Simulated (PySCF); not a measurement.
Correlation energy of P⁺ (phosphorus, charge +1)

[Ne] 3s1 3p2 4s1, high-spin 5P determinant (an excited configuration). Computed with PySCF 2.14 in x2c-TZVPPall with one added diffuse shell each of s, p, d type (6s6p4d1f, 51 functions), with scalar relativity by spin-free X2C-1e. Frozen: 1s2; 12 electrons correlated.

```
  level  correlation energy (mhartree)
   CCSD                        -179.78
    (T)                          -2.89
CCSD(T)                        -182.67
```

Diagnostics: T1 = 0.13, D1 = 0.6499, largest double amplitude 0.178.

The outer electron is Rydberg-like, and this basis confines it to a smaller radius and binds it less than a complete one would. T1 exceeds 0.03, a sign that the reference determinant is poor. A double-excitation amplitude exceeds 0.15, a sign of near-degeneracy.

Cost of the coupled-cluster step: about 3 core-seconds, for 12 correlated electrons.

Iterations:

```
CC2 = 0
CCSD nocc = (np.int64(8), np.int64(4)), nmo = (50, 50)
frozen orbitals [[0], [0]]
max_cycle = 100
direct = 0
conv_tol = 1e-08
conv_tol_normt = 1e-06
diis_space = 8
diis_start_cycle = 0
Init t2, MP2 energy = -0.170507752868937
Init E_corr(UCCSD) = -0.170507752988186
cycle = 1  E_corr(UCCSD) = -0.177637932758551  dE = -0.00713017977  norm(t1,t2) = 0.0351809
cycle = 2  E_corr(UCCSD) = -0.179790527987188  dE = -0.00215259523  norm(t1,t2) = 0.0149474
cycle = 3  E_corr(UCCSD) = -0.180893310248495  dE = -0.00110278226  norm(t1,t2) = 0.00813391
cycle = 4  E_corr(UCCSD) = -0.180877253757867  dE = 1.60564906e-05  norm(t1,t2) = 0.00525246
cycle = 5  E_corr(UCCSD) = -0.180861894466718  dE = 1.53592911e-05  norm(t1,t2) = 0.00532778
cycle = 6  E_corr(UCCSD) = -0.180756802250581  dE = 0.000105092216  norm(t1,t2) = 0.00521584
cycle = 7  E_corr(UCCSD) = -0.180649805100771  dE = 0.00010699715  norm(t1,t2) = 0.0049558
cycle = 8  E_corr(UCCSD) = -0.180374190071902  dE = 0.000275615029  norm(t1,t2) = 0.0044164
cycle = 9  E_corr(UCCSD) = -0.179882501659027  dE = 0.000491688413  norm(t1,t2) = 0.00374153
cycle = 10  E_corr(UCCSD) = -0.179936833078763  dE = -5.43314197e-05  norm(t1,t2) = 0.00266568
cycle = 11  E_corr(UCCSD) = -0.179752188705111  dE = 0.000184644374  norm(t1,t2) = 0.00136407
cycle = 12  E_corr(UCCSD) = -0.179767532998943  dE = -1.53442938e-05  norm(t1,t2) = 0.000870394
cycle = 13  E_corr(UCCSD) = -0.179776816592397  dE = -9.28359345e-06  norm(t1,t2) = 0.000102362
cycle = 14  E_corr(UCCSD) = -0.179775596723093  dE = 1.2198693e-06  norm(t1,t2) = 2.63785e-05
cycle = 15  E_corr(UCCSD) = -0.179776154289904  dE = -5.5756681e-07  norm(t1,t2) = 1.34411e-05
cycle = 16  E_corr(UCCSD) = -0.179776143094208  dE = 1.11956958e-08  norm(t1,t2) = 1.38529e-06
cycle = 17  E_corr(UCCSD) = -0.179776146699859  dE = -3.60565086e-09  norm(t1,t2) = 1.36709e-07
UCCSD converged
E(UCCSD) = -340.7617833130746  E_corr = -0.1797761466998587
UCCSD(T) correction = -0.00289372205496106
```

This basis was not built for core-valence correlation, so the inner-shell part is incomplete.
